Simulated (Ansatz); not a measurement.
Cost and result for the atomization energy of C2H8CuNS (`C[S+](C)[Cu-][NH2]`) (13 atoms, 12 bonds).

```xyz
13

C     0.149    1.863    0.564
S     0.795    0.186    0.681
C     1.691    0.079   -0.876
Cu   -0.899   -1.153    0.517
N    -2.398   -2.187    0.463
H    -0.468    1.982   -0.325
H    -0.461    2.030    1.451
H     0.977    2.573    0.554
H     1.028    0.255   -1.722
H     2.098   -0.929   -0.941
H     2.509    0.801   -0.876
H    -2.702   -2.444   -0.470
H    -2.319   -3.056    0.979
```

Total charge 0; spin multiplicity 1. For Cu the d shell is correlated and the shells below it are frozen. Scalar relativity is left out up to krypton. The structure was optimised at the PBE0-D4/def2-TZVP level. It is one conformer, not always the lowest. Program: Ansatz. All runs use 8 threads of an Arm Neoverse V2 on a shared host. Times are those of one run each, without the atoms' runs, and a repeat can differ threefold. Electronic energies, without spin–orbit coupling; frozen cores. CCSD(T)/CBS adds CCSD(T) − MP2 in def2-TZVPP to the MP2 limit, and its time is that of the two runs behind it. T1 = 0.022. With those shells the extrapolation isn't a true limit. HSE06 is the plane-wave form, built on full-range PBE exchange.

CCSD(T)/CBS is a level of theory with its own doubt, some kJ/mol a heavy atom from the limit and from the frozen cores, so smaller differences don't rank the functionals.

```
                             level  functions  wall time  atomization (kcal/mol)  difference from CCSD(T)/CBS  per bond
            LDA (SPW92)/def2-TZVPP        311      1.7 s                  1206.2                        156.8      13.1
                BLYP-D4/def2-TZVPP        311      1.9 s                  1049.6                          0.2       0.0
               HSE06-D4/def2-TZVPP        311      3.2 s                  1046.6                         -2.8      -0.2
               BHLYP-D4/def2-TZVPP        311      3.3 s                  1009.5                        -39.9      -3.3
r2SCAN-D4/def2-TZVPP (with forces)        311      4.2 s                  1053.3                          3.9       0.3
             r2SCANh-D4/def2-TZVPP        311      4.7 s                  1044.2                         -5.2      -0.4
               PBE-QIDH/def2-TZVPP        311      5.5 s                  1035.9                        -13.5      -1.1
                 B97M-V/def2-TZVPP        311        8 s                  1050.0                          0.6       0.1
                  CCSD(T)/def2-SVP        131        8 s                   975.2                        -74.2      -6.2
  ωB97M-V/def2-TZVPP (with forces)        311       10 s                  1050.5                          1.1       0.1
                    MP2/def2-QZVPP        581       21 s                  1051.7                          2.3       0.2
                CCSD(T)/def2-TZVPP        311    4.9 min                  1016.8                        -32.6      -2.7
                 CCSD(T)/CBS(def2)          –    5.3 min                  1049.4                          0.0       0.0
```

At CCSD(T), def2-SVP lies −74.2 kcal/mol from the extrapolated value and def2-TZVPP −32.6 kcal/mol: correlation converges slowly with the basis, and small sets miss more of it in the bonded molecule than in its fragments. In def2-TZVPP, CCSD(T) changes the Hartree–Fock value by +294.6 kcal/mol (the triples alone add +19.3 kcal/mol) and MP2 by +310.1 kcal/mol; breaking electron pairs costs correlation energy, which Hartree–Fock lacks. From BLYP to BHLYP (50 % exact exchange), in def2-TZVPP and without D4, the atomization energy moves by −34.1 kcal/mol: exact exchange takes away binding that semilocal exchange gives to molecules.
